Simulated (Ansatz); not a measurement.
Q: Name a neutral molecule of B, Ge, Si and H with HOMO energy (PBE/def2-TZVPP) between -6.85 and -6.55 eV and HOMO energy (ωB97M-V/def2-TZVPP) between -9.80 and -9.50 eV (Ansatz, PBE0-D4/def2-TZVP geometry).

A: `[SiH3][SiH2][BH][GeH3]` (-6.65 eV, -9.77 eV); `[BH2][GeH2][SiH2][SiH3]` (-6.75 eV, -9.69 eV). Other molecules can fit too; these were computed, each in one conformer that needn't be the lowest.
